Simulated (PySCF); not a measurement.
All values below come from PySCF with TPSSh-D3(BJ)/def2-TZVP // PBE-D3(BJ)/def2-SVP. Isolated molecules, 0 K electronic values unless said otherwise. 

Reference species: [Hf(F)4] (neutral, multiplicity 1).

- HOMO–LUMO gap = 9.80 eV
- HOMO = -11.01 eV
- coordination number = 4

Changed species: [Hf(H)4] (4 of 4 F replaced by H; the reference has 0 of 4 F replaced by H).

Problem. What does the change do to the HOMO–LUMO gap, HOMO and coordination number?

Solution. the HOMO–LUMO gap falls by 4.40 eV, to 5.40 eV; the HOMO rises by 3.12 eV, to -7.89 eV; the coordination number hardly moves.
